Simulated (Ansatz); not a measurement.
System: CH3Si, net charge 1, singlet state. 
Structure (B3LYP-D3(BJ)/def2-TZVP (Ansatz, an electronic-structure program) minimum search):
```
C
H 1 1.1015
H 1 1.1015 2 107.80
H 1 1.1015 2 107.80 3 -116.12
Si 1 1.8103 2 111.09 3 121.94
```
Charge +1, spin multiplicity 1.

Give the harmonic wavenumbers at B3LYP-D3(BJ)/def2-TZVP (Ansatz, finite differences of forces, unscaled).

468, 468, 757, 1251, 1345, 1345, 2953, 3022, 3022 cm⁻¹. Zero-point energy 20.9 kcal/mol.

From these and the geometry, give the ideal-gas thermochemistry at 298.15 K and 1 atm (rigid rotor, harmonic oscillator).

Point group C3v, rotational symmetry number 3. Rotational constants 158.2, 13.67, 13.67 GHz. S(trans) 37.21, S(rot) 17.74, S(vib) 1.81, S(elec, spin only) 0.00, S 56.8 cal/(mol K). H(298) - H(0) 2.76 kcal/mol; G - E(el) 6.8 kcal/mol.
